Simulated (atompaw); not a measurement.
**What one change does to a pseudopotential (Ni (Z = 28), PAW (atompaw))**

atompaw 4.2.0.5 input, output lines left out:

```
Ni 28
GGA-PBE scalarrelativistic loggrid 1500 logderivrange -10 5 376
4 4 3 0 0 0
4 0 1
4 1 0
3 2 9
0 0 0
c
c
v
v
c
v
v
v
2
1.60 1.50 1.30 1.25
n
n
y
0.6
n
custom polynom vanderbiltortho besselshape
bessel
0.90
1.15
1.20
1.60
1.60
1.60
```

Change: core [Ne] 3s2, valence charge 16; reference 3p6 3d8 4s1 4p0; waves now 4s (bound): rc 2.55 bohr; 4s channel at 2.65 Ry: rc 2.55 bohr; 3p (bound): rc 1.20 bohr; 4p (bound): rc 2.55 bohr; 3d (bound): rc 1.75 bohr; 3d channel at 0.8 Ry: rc 1.75 bohr; local potential bessel scheme, radius 2.30 bohr; core correction smooth core density matched at 1.70 bohr; augmentation besselshape compensation charge, radius 2.00 bohr; PAW radius 2.55 bohr; waves and projectors: custom polynom vanderbiltortho.

Cutoffs: the cutoffs (Ry, on a coarse ladder) from which the occupation-weighted sum of valence levels, in a spherical-Bessel basis at the reference potential, stays within 10 and 1 mRy of its value at 400 Ry; they do not see the model core or the augmentation charge, which bear on the density cutoff.

What does the change do?

The potential gets softer (80 Ry and 140 Ry → 80 Ry and 120 Ry); neither file shows a bound ghost. The shells moved into the core no longer need plane waves of their own. Several settings change at once here, so the effects cannot be laid on one of them.

| quantity | base | changed |
| --- | --- | --- |
| cutoff, loose | 80 Ry | 80 Ry |
| cutoff, tight | 140 Ry | 120 Ry |
| loose cutoff by channel (10 mRy a level) | s 35 Ry, p 45 Ry, d 35 Ry | s 6 Ry, p 45 Ry, d 30 Ry |
| bound ghosts | none | none |
| lowest overlap eigenvalue by channel | s 0.62, p 0.60, d 0.95 | s 0.17, p 0.64, d 0.99 |

 The cutoffs see the waves, projectors and local potential, not the compensation charge or the core.
